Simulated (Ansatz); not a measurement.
A nudged elastic band was laid between two geometries of C2H7FGaN (12 atoms, charge 0, multiplicity 1).

Theory: RKS PBE/def2-SVP in Ansatz 0.2.0.

* movable images: 7
* climbing image: yes
* spring: 5.0 eV/Å²
* optimiser: quadratic models (default)
* start path: through a guess of the saddle point
* force threshold: 0.05 eV/Å
* iteration limit: 60
* end points: relaxed

Initial state:

```xyz
12
Properties=species:S:1:pos:R:3
C -1.054 0.049 1.558
C 0.294 -0.150 0.880
F 0.512 -1.532 0.685
Ga 0.486 0.746 -0.910
N 0.788 -0.410 -2.288
H -1.104 -0.514 2.514
H -1.895 -0.296 0.920
H -1.218 1.123 1.785
H 1.102 0.212 1.558
H 0.395 2.282 -1.251
H 0.903 -0.147 -3.268
H 0.870 -1.419 -2.147
```

Final state:

```xyz
12
Properties=species:S:1:pos:R:3
C -1.053 -0.104 1.380
C 0.394 0.075 0.959
F 0.836 -1.173 0.372
Ga 0.665 1.762 -0.373
N 0.637 0.118 -2.006
H -1.204 -0.991 2.036
H -1.735 -0.221 0.508
H -1.396 0.791 1.943
H 1.032 0.202 1.865
H 1.382 0.183 -2.711
H -0.255 0.035 -2.512
H 0.774 -0.733 -1.428
```

Task: What changes between the two ends?

Result: Bonds broken: Ga4–H10. Bonds formed: N5–H10.

Task: Give the energies along the band, and the barrier.

Result: The run converged. The highest image is number 5 of 0 to 8, 2.23 eV above the first end and 1.90 eV above the last; the last end lies 0.33 eV above the first. Neighbouring images differ by up to 1.6 eV, so the band resolves the path poorly. A vibrational analysis at the climbing image gives one clearly imaginary mode, 1186i cm⁻¹: a first-order saddle point. The orbitals stay closed-shell, which can raise the energy where a bond breaks towards radicals; this wasn't checked here.

```tsv
image	path coordinate (Å)	energy (eV)	Ga4–H10 (Å)	N5–H10 (Å)
0	0.00	0.00	1.58	2.91
1	0.97	0.01	1.58	2.91
2	1.95	0.03	1.58	2.90
3	2.92	0.05	1.57	2.88
4	3.90	0.63	1.55	2.47
5	4.87	2.23	1.68	1.57
6	5.66	0.61	2.37	1.04
7	6.45	0.38	2.81	1.03
8	7.25	0.33	2.91	1.03
```

Task: What is the geometry of the highest image?

Result: 
```xyz
12
Properties=species:S:1:pos:R:3:forces:R:3
C -0.984 -0.159 1.282 0.00 0.00 0.00
C 0.491 0.137 1.142 0.00 0.01 0.01
F 1.199 -1.068 0.902 0.00 0.00 0.00
Ga 0.966 1.204 -0.557 -0.01 -0.01 0.00
N 0.170 -0.028 -1.952 0.00 0.00 0.00
H -1.169 -0.936 2.056 0.00 0.00 0.00
H -1.425 -0.514 0.325 0.00 0.00 0.00
H -1.529 0.760 1.583 0.00 0.00 0.00
H 0.910 0.585 2.069 0.00 0.00 0.00
H 1.583 0.663 -2.021 -0.01 0.00 0.00
H -0.069 0.336 -2.884 0.01 0.00 0.00
H -0.064 -1.036 -1.909 0.00 0.00 0.00
```

Time of the run: 5.6 min on 2 threads of AMD EPYC 9R14 (Zen 4), on a shared host, peak memory 0.19 GiB.
